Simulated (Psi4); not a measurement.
Process, species as SMILES: C=[SiH2] (CH2-SiH2) → C=[SiH-] + H+
B3LYP-D3(BJ)/def2-TZVP geometries, fixed; electronic energies without zero-point terms.

Effect of the integral screening threshold at MP2/def2-TZVP with Psi4, against the last row, where the deprotonation energy is 365.42 kcal/mol. Cores are frozen. The proton leaves the site shown, which need not be the most acidic.

```tsv
setting	largest shift of a total energy (mEh)	shift of the deprotonation energy (kcal/mol)
ints_tolerance: 1e-6	-0.002	0.001
ints_tolerance: 1e-8	0.000	0.000
ints_tolerance: 1e-10	0.000	0.000
ints_tolerance: 1e-14	0.000	0.000
```

Within 0.02 kcal/mol in the deprotonation energy: ints_tolerance: 1e-6; ints_tolerance: 1e-8; ints_tolerance: 1e-10. The largest shift is 0.002 mEh in a total energy and 0.001 kcal/mol in the difference.
